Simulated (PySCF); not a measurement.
Run times: chromium in aug-cc-pVDZ

Measured wall times of calculations with PySCF 2.14 in aug-cc-pVDZ, with the non-relativistic Hamiltonian (point nucleus), run from one Python driver. Hardware: 1 thread of Neoverse-N1 on a shared host, 1.3 GiB allowed. The two-electron integrals over 59 functions were computed once and kept in memory (1.4 CPU seconds with the set-up); the times below exclude them. Kohn-Sham runs start from converged Hartree-Fock orbitals.

Launch command (the driver calls PySCF for each step listed in the task file):

```bash
OMP_NUM_THREADS=1 python atomrun2.py TASK.json OUT
```

| species | step | iterations | wall time (s) |
| --- | --- | --- | --- |
| Cr+ [Ar] 3d5 | UHF | 2 | 0.41 |
| Cr+ [Ar] 3d5 | B3LYP | 5 | 1.7 |
| Cr+ [Ar] 3d5 | M06-L | 5 | 3.2 |
| Cr+ [Ar] 3d5 | MP2 (5 electrons) |  | 0.06 |
| Cr(2+) [Ar] 3d4 | UHF | 6 | 0.46 |
| Cr(2+) [Ar] 3d4 | B3LYP | 5 | 1.7 |
| Cr(2+) [Ar] 3d4 | M06-L | 5 | 3.2 |
| Cr(2+) [Ar] 3d4 | MP2 (4 electrons) |  | 0.05 |

Peak memory of the process: 0.25 GiB. Times on a shared host vary from run to run.
